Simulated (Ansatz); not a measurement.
Reaction (cleavage of the Si–Si bond): `C[SiH2][SiH](F)F` + `O[SiH2]S` → `F[SiH](F)O[SiH2]S` + `C[SiH3]`

Gas-phase electronic energies from Ansatz, PBE0-D4/def2-TZVP geometries. CCSD(T)/CBS is the MP2 limit (def2-TZVPP, def2-QZVPP) plus CCSD(T) − MP2 in def2-TZVPP, frozen cores. This one scheme is used for every species. DFT in def2-TZVPP. B3LYP here is the variant with VWN-RPA as its local correlation; programs differ in this. Each species was taken in one conformer, which may not be the lowest.

```
             level  ΔE (kcal/mol)  difference from CCSD(T)/CBS
            PBE-D4          -28.6                          7.4
           PBE0-D4          -31.6                          4.4
           ωB97M-V          -36.0                          0.0
            B2PLYP          -36.5                         -0.5
              PBE0          -31.5                          4.5
             B3LYP          -35.1                          0.9
SCS-MP2/def2-TZVPP          -38.4                         -2.4
    MP2/def2-QZVPP          -37.7                         -1.7
SCS-MP2/def2-QZVPP          -38.3                         -2.3
     MP2/CBS(def2)          -37.2                         -1.2
       CCSD(T)/CBS          -36.0                            0
```

Largest T1 diagnostic among the species: 0.012.

From PBE to PBE0 (25 % exact exchange), in def2-TZVPP and without D4, ΔE moves by −3.0 kcal/mol. In def2-TZVPP, CCSD(T) changes the Hartree–Fock value by +6.3 kcal/mol (the triples alone add +1.0 kcal/mol) and MP2 by +5.0 kcal/mol.
